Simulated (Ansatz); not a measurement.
Isolated molecules relaxed with PBE0-D4/def2-TZVP in Ansatz; ΔE leaves out vibrations. CCSD(T)/CBS adds triple-zeta CCSD(T) − MP2 to the extrapolated MP2 energy (def2 sets, frozen cores). This one scheme is used for every species. Functionals use def2-TZVPP. One conformer a species, not always the lowest.

Consider the ligand exchange at the Si–N bond: `[SiH3]N([SiH2]Cl)[SiH2]Cl` + `C=CN[SiH3]` → `C=CN([SiH3])[SiH2]Cl` + `[SiH3]N[SiH2]Cl`.

| level | ΔE (kJ/mol) |
| --- | --- |
| ωB97M-V | 7.8 |
| SCS-MP2/def2-QZVPP | 6.1 |

Q: What does CCSD(T)/CBS give? (Estimate.)

A: Ansatz gave: +6.2 kJ/mol. The listed levels differ from it by 1.6, -0.1 kJ/mol.

Largest T1 diagnostic among the species: 0.012.
